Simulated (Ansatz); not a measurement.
Consider the cleavage of the Si–Ga bond: `[CH3][GaH][SiH3]` + `OCS[SiH3]` → `[SiH3]OCS[SiH3]` + `[CH3][GaH2]`.

Isolated molecules relaxed with PBE0-D4/def2-TZVP in Ansatz; ΔE leaves out vibrations. CCSD(T)/CBS is the MP2 limit (def2-TZVPP, def2-QZVPP) plus CCSD(T) − MP2 in def2-TZVPP, frozen cores. DFT in def2-TZVPP. B3LYP here is the variant with VWN-RPA as its local correlation; programs differ in this. For Ga outer-core shells are correlated without core-valence functions, which leaves a few kJ/mol of doubt a bond. Scalar relativity is left out up to krypton. Each species was taken in one conformer, which may not be the lowest.

`[CH3][GaH][SiH3]`:

Z-matrix (Å, degrees):
```
C
Ga 1 1.971
H 1 1.094 2 109.2
H 1 1.090 2 113.1 3 120.9
H 1 1.093 2 110.1 3 -116.9
Si 2 2.419 1 120.8 3 -114.8
H 2 1.578 1 118.1 3 64.8
H 6 1.492 2 110.2 1 -59.4
H 6 1.492 2 110.2 1 58.1
H 6 1.489 2 114.2 1 179.3
```

`OCS[SiH3]`:

Z-matrix (Å, degrees):
```
C
S 1 1.838
O 1 1.389 2 114.6
H 1 1.096 2 108.3 3 126.8
H 1 1.090 2 105.2 3 -117.2
Si 2 2.126 1 98.7 3 -86.6
H 3 0.962 1 109.1 2 62.5
H 6 1.487 2 111.4 1 -64.8
H 6 1.482 2 107.2 1 174.2
H 6 1.491 2 110.7 1 54.8
```

`[SiH3]OCS[SiH3]`:

Z-matrix (Å, degrees):
```
Si
O 1 1.651
H 1 1.489 2 110.0
H 1 1.479 2 106.0 3 120.1
H 1 1.488 2 110.8 3 -119.9
C 2 1.398 1 122.8 3 55.0
S 6 1.813 2 111.4 1 -166.8
H 6 1.096 2 111.1 1 -45.5
H 6 1.095 2 111.3 1 76.0
Si 7 2.135 6 98.0 2 58.8
H 10 1.488 7 108.9 6 44.5
H 10 1.483 7 113.1 6 -76.9
H 10 1.484 7 105.8 6 163.4
```

`[CH3][GaH2]`:

Z-matrix (Å, degrees):
```
C
Ga 1 1.966
H 1 1.092 2 111.3
H 1 1.096 2 108.8 3 117.6
H 1 1.090 2 112.4 3 -123.0
H 2 1.574 1 121.1 3 142.3
H 2 1.575 1 120.1 3 -38.7
```

```tsv
level	ΔE (kcal/mol)	difference from CCSD(T)/CBS
B3LYP-D4	-15.5	-0.5
CAM-B3LYP-D4	-17.5	-2.5
ωB97X-V	-15.7	-0.7
revPBE	-8.3	6.7
PBE0	-10.8	4.2
RPA@PBE/def2-TZVPP	-15.9	-0.9
MP2/def2-SVP	-16.6	-1.6
HF/def2-TZVPP	-20.5	-5.5
HF/def2-QZVPP	-21.1	-6.1
SCS-MP2/def2-QZVPP	-18.1	-3.1
CCSD(T)/CBS	-15.0	0
```

Largest T1 diagnostic among the species: 0.012.

In def2-TZVPP, CCSD(T) changes the Hartree–Fock value by +5.2 kcal/mol (the triples alone add +0.6 kcal/mol) and MP2 by +3.4 kcal/mol. From PBE to PBE0 (25 % exact exchange), in def2-TZVPP and without D4, ΔE moves by −1.9 kcal/mol. The D4 term adds −1.0 kcal/mol with B3LYP and −0.6 kcal/mol with PBE0; it sums over pairs of atoms, weighted by their polarisabilities, and B3LYP, whose exchange is more repulsive, gets the larger term.
